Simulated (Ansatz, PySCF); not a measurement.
Spin states of F2W (SMILES [F][W][F]), each relaxed with B3LYP-D3(BJ)/def2-TZVP.
State 1 (charge 0, multiplicity 3):
```xyz
3

W     -0.00970     0.01654    -0.02284
F     -0.23654     1.37155    -1.23382
F      0.21308    -1.34062     1.18634
```
State 2 (charge 0, multiplicity 1):
```csv
atom,x (Å),y (Å),z (Å)
W,-0.0109,0.0159,-0.0234
F,-0.2358,1.3709,-1.2327
F,0.2135,-1.3394,1.1857
```

```tsv
level	energy of the multiplicity-1 state less that of the multiplicity-3 state (kcal/mol)	cost
SVWN5/def2-TZVPP	21.33	×0.4
PBE-D3(BJ)/def2-TZVPP	21.24	×1
PBE-D4/def2-TZVPP	21.24	×1
BLYP/def2-TZVPP	18.36	×0.9
BLYP-D4/def2-TZVPP	18.36	×0.9
r2SCAN/def2-TZVPP	22.19	×5
r2SCAN-D4/def2-TZVPP	22.19	×5
B97M-V/def2-TZVPP	14.37	×3
B3LYP/def2-TZVPP	18.93	×0.4
B3LYP-D3(BJ)/def2-TZVPP	18.93	×0.4
PBE0-D3(BJ)/def2-TZVPP	22.03	×1
BHLYP/def2-TZVPP	19.81	×0.5
BHLYP-D3(BJ)/def2-TZVPP	19.81	×0.5
CAM-B3LYP-D3(BJ)/def2-TZVPP	19.92	×0.5
CAM-B3LYP-D4/def2-TZVPP	19.92	×0.5
wB97X-V/def2-TZVPP	18.37	×4
wB97M-V/def2-TZVPP	19.73	×3
B2PLYP/def2-TZVPP	19.30	×0.7
CCSD(T)/def2-TZVPP	17.36	×6
CCSD(T)/CBS(def2-SVP, def2-TZVPP)	17.20	×8
```

The rows run from 14.37 (B97M-V/def2-TZVPP) to 22.19 kcal/mol (r2SCAN/def2-TZVPP). The dispersion term adds 0.00 in BLYP-D4, 0.00 in r2SCAN-D4, 0.00 in B3LYP-D3(BJ). The 9 functionals in def2-TZVPP without D3 or D4 span 7.82, from B97M-V to r2SCAN.

Singlets are restricted, other states unrestricted; no spin–orbit coupling, no relativity up to Kr; see below for the cores. The largest T1 diagnostic is 0.022.

Correlated levels freeze the inner cores; with def2 sets outer-core shells near the valence are correlated too. CBS(a, b) extrapolates the correlation energy as X⁻³ and adds the Hartree–Fock energy of set b.

Doubts at one or more of the structures used: a restricted determinant that unrestricted orbitals would lower (B2PLYP/def2-TZVPP, CCSD(T)/def2-TZVPP, CCSD(T)/CBS(def2-SVP, def2-TZVPP)).

The values were computed with Ansatz (Gaussian basis) for Hartree–Fock, density functionals and correlated methods; PySCF for the dispersion terms. Values without a source in brackets are computed. In def2 rows elements past Kr take small-core potentials, without spin–orbit coupling.

Costs are rough ratios of core time to PBE/def2-TZVPP (about 26 s over the structures, on one shared machine); a dash marks a level with no comparable run of its own.

Ansatz is an electronic-structure program.
